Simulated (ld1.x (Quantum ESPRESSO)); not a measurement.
## u(r) = r·R(r): atom against pseudo-atom (magnesium (Mg))

Columns: radius, all-electron u(r) and pseudo u(r) of the 3s shell (level -11.31 eV) of magnesium in the configuration [He] 2s2 2p6 3s1 3p0; PBEsol, scalar-relativistic, PAW scheme, ld1.x (Quantum ESPRESSO) 7.5.

| r (bohr) | all-electron | pseudo |
| --- | --- | --- |
| 0.068 | 0.1426 | -0.1111 |
| 0.135 | 0.0725 | -0.2113 |
| 0.202 | -0.0462 | -0.2942 |
| 0.270 | -0.1541 | -0.3547 |
| 0.338 | -0.2295 | -0.3881 |
| 0.405 | -0.2693 | -0.3941 |
| 0.473 | -0.2792 | -0.3753 |
| 0.540 | -0.2651 | -0.3366 |
| 0.608 | -0.2328 | -0.2824 |
| 0.675 | -0.1883 | -0.2199 |
| 0.742 | -0.1357 | -0.1533 |
| 0.810 | -0.0772 | -0.0853 |
| 0.878 | -0.0163 | -0.0190 |
| 0.945 | 0.0442 | 0.0437 |
| 1.013 | 0.1046 | 0.1046 |
| 1.080 | 0.1622 | 0.1622 |
| 1.148 | 0.2178 | 0.2178 |
| 1.215 | 0.2695 | 0.2695 |
| 1.283 | 0.3183 | 0.3183 |
| 1.350 | 0.3628 | 0.3628 |
| 1.418 | 0.4041 | 0.4041 |
| 1.485 | 0.4411 | 0.4411 |
| 1.553 | 0.4750 | 0.4750 |
| 1.620 | 0.5047 | 0.5047 |
| 1.688 | 0.5315 | 0.5315 |
| 1.755 | 0.5547 | 0.5547 |

Task: How many radial nodes do the two functions have?

Result: The all-electron 3s function has n − l − 1 = 2; the pseudo-wave has 1, since 1 lower shell of the same l stays in the valence.

Task: At about which radius was the pseudo-wave matched?

Result: 1.10 bohr. The columns agree to 0.0005 from 1.01 bohr on; several derivatives are matched, so the curves merge somewhat inside the radius.

Task: Is the pseudo-wave norm-conserving?

Result: No, it belongs to a PAW set: the norm inside the radius is not constrained, and the difference is carried by the augmentation charge.
